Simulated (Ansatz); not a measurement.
CH5BrSi: structure from calculated spectroscopic constants

These gas-phase data were calculated for one isomer of CH5BrSi at PBE0-D3(BJ)/def2-SVP (harmonic, unscaled wavenumbers; equilibrium rotational constants with average atomic masses):

| Property | Result |
| --- | --- |
| rotational constants | 15, 2.477, 2.211 GHz |
| all wavenumbers above 1500 cm⁻¹ | 3180, 3168, 3061, 2253, 2247 |
| dipole moment | 1.96 D (PBE0/def2-TZVPD) |

Candidates:

(1) `C[SiH2]Br`, a singlet
(2) `[SiH3]CBr`, a singlet

Task: Which candidate do the data belong to?

Result: Candidate (1). 2 modes lie between 2000 and 2380 cm⁻¹, one for each Si–H bond, while (2) has 3.

The same quantities for all candidates:

```
     rotational constants (GHz)   wavenumbers above 1500 cm⁻¹  dipole (D)  E above the lowest, PBE0-D3(BJ)/def2-SVP (kcal/mol)
(1)            15, 2.477, 2.211  3180, 3168, 3061, 2253, 2247        1.96                                                  0.0
(2)         20.27, 2.105, 1.975  3190, 3112, 2261, 2254, 2226        1.63                                                 38.6
```

Programs: Ansatz 0.2.0.
